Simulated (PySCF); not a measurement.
## Calculated data, B3H3N, AlBH5NO, BClH2N

Computed with PySCF 2.14.0. Calculation on a computer-drawn molecule: optimised geometry and harmonic frequencies of an isolated molecule of the commonest isotopes, restricted reference for singlets and unrestricted otherwise, frozen core in MP2.

Common to all runs: multiplicity 1.

(1) B3H3N

Start structure:
```xyz
7
B3H3N
B      0.4876    -1.1480     2.6922
B     -0.2984    -0.0993     1.5704
B     -1.0541     0.9101     0.4910
N     -1.6067     1.6483    -0.2978
H     -0.1602    -2.0133     3.1876
H      1.6393    -0.9544     2.9156
H     -2.0590     2.2529    -0.9440
```

```
charge                                        : 1
method                                        : MP2
basis                                         : cc-pVDZ
rotational constants                          : 224.8, 2.908, 2.871 GHz
total energy                                  : -130.2678 hartree
convergence status largest gradient component : 2.933e-05 hartree/bohr
```

Drawn bonds:
```csv
atom,other atom,order
1,2,1
2,3,1
3,4,2
1,5,1
1,6,1
4,7,1
```

Optimised structure:
```xyz
7
B3H3N
B      0.4836    -1.1427     2.6866
B     -0.2986    -0.0998     1.5708
B     -1.0372     0.8875     0.5153
N     -1.6111     1.6544    -0.3043
H     -0.1602    -2.0185     3.1918
H      1.6446    -0.9559     2.9185
H     -2.0726     2.2713    -0.9637
```

Modes:
```csv
frequency (cm⁻¹),reduced mass (dalton)
120.5,3.301
122.5,4.049
309.8,2.6
360.4,5.065
543.4,5.427
642.1,1.236
660.2,1.231
719.1,1.796
913.4,1.429
1119,2.711
1160,1.563
1852,7.794
2673,1.047
2793,1.13
3722,1.106
```

(2) AlBH5NO

Start structure:
```xyz
9
AlBH5NO
B     -0.0477    -1.4355     0.2908
N     -0.6839    -1.4808    -0.9209
Al    -0.2534    -1.5761    -2.6938
O      1.1505    -1.5608    -3.3942
H      1.1254    -1.3826     0.3242
H     -0.6598    -1.3744     1.3394
H     -1.7389    -1.5062    -0.7859
H     -1.4800    -1.6508    -3.6293
H      2.0497    -1.5278    -3.8105
```

```
charge                                        : 0
method                                        : HF
basis                                         : cc-pV(D+d)Z
rotational constants                          : 12.53, 3.893, 2.97 GHz
total energy                                  : -398.9591 hartree
convergence status largest gradient component : 1.944e-05 hartree/bohr
```

Drawn bonds:
```csv
atom,other atom,order
1,2,1
2,3,1
3,4,1
1,5,1
1,6,1
2,7,1
3,8,1
4,9,1
```

Optimised structure:
```xyz
9
AlBH5NO
B      0.0756    -1.4157     0.0648
N     -0.8330    -1.4988    -1.0055
Al    -0.4404    -1.5775    -2.7626
O      1.1563    -1.5558    -3.2905
H      1.2605    -1.3912    -0.1633
H     -0.3084    -1.3688     1.2050
H     -1.8000    -1.5143    -0.7317
H     -1.5962    -1.6674    -3.8152
H      1.9475    -1.5054    -2.7812
```

Modes:
```csv
frequency (cm⁻¹),reduced mass (dalton)
124.8,2.22
163.7,3.239
291.3,1.178
330.8,3.266
410.2,1.218
552.6,1.273
596.1,1.415
656.1,1.732
744.7,1.597
876.3,1.092
905.5,4.268
1006,1.442
1103,1.373
1223,1.581
1350,1.25
1452,2.398
2047,1.043
2635,1.056
2695,1.126
3774,1.075
4227,1.068
```

(3) B3H3N

Start structure:
```xyz
7
B3H3N
B      0.4319    -2.9135     2.8573
N      0.1953    -1.8259     2.2459
B      0.0162    -0.6666     1.5453
B     -0.1079     0.7580     0.7771
H      0.5179    -3.8739     3.3858
H     -1.0275     0.9373     0.0695
H      0.6400     1.6188     0.8275
```

```
charge               : 1
method               : HF
basis                : cc-pVDZ
rotational constants : withheld
```

Drawn bonds:
```csv
atom,other atom,order
1,2,1
2,3,2
3,4,1
1,5,1
4,6,1
4,7,1
```

(4) BClH2N

Start structure:
```xyz
5
BClH2N
N     -0.4365     0.0250    -0.8707
B     -1.0067     0.1785    -2.0526
Cl    -1.7102     0.3679    -3.5104
H     -0.9662    -0.0365    -0.0137
H      0.5638    -0.0402    -0.7524
```

```
charge       : 1
method       : MP2
basis        : cc-pV(D+d)Z
total energy : withheld
```

Drawn bonds:
```csv
atom,other atom,order
1,2,1
2,3,1
1,4,1
1,5,1
```

## Withheld values
1. Estimate the rotational constants of B3H3N (entry 3).
2. Give the missing total energy for BClH2N (entry 4).
3. Give the table of modes values for BClH2N (entry 4).

Answers
1. 228.1, 3.625, 3.569 GHz
2. -539.9704 hartree
3. 
Modes:
```csv
frequency (cm⁻¹),reduced mass (dalton)
315.3,2.733
374.8,7.542
541.8,1.235
743.5,7.719
865.8,1.547
1502,1.106
1757,9.039
3529,1.052
3636,1.098
```

Further results for B3H3N (entry 3):

```
total energy                                  : -130.0155 hartree
convergence status largest gradient component : 3.034e-05 hartree/bohr
```

Optimised structure:
```xyz
7
B3H3N
B      0.3835    -2.9080     2.8464
N      0.2284    -1.8043     2.2146
B      0.0723    -0.6876     1.5778
B     -0.1358     0.7953     0.7322
H      0.5245    -3.9146     3.4222
H     -1.0989     0.9170     0.0478
H      0.6919     1.6363     0.8675
```

Modes:
```csv
frequency (cm⁻¹),reduced mass (dalton)
117.4,3.24
125.1,3.495
321.4,2.827
354,5.228
642,4.934
818.4,1.601
830.9,1.352
831.9,1.351
984.9,1.407
1242,1.123
1433,6.654
2060,8.011
2758,1.047
2878,1.133
3020,1.166
```

Further results for BClH2N (entry 4):

```
rotational constants                          : 336.6, 4.758, 4.691 GHz
convergence status largest gradient component : 2.19e-05 hartree/bohr
```

Optimised structure:
```xyz
5
BClH2N
N     -0.4343     0.0244    -0.8663
B     -1.0117     0.1799    -2.0631
Cl    -1.7167     0.3696    -3.5236
H     -0.9738    -0.0377     0.0018
H      0.5807    -0.0415    -0.7486
```
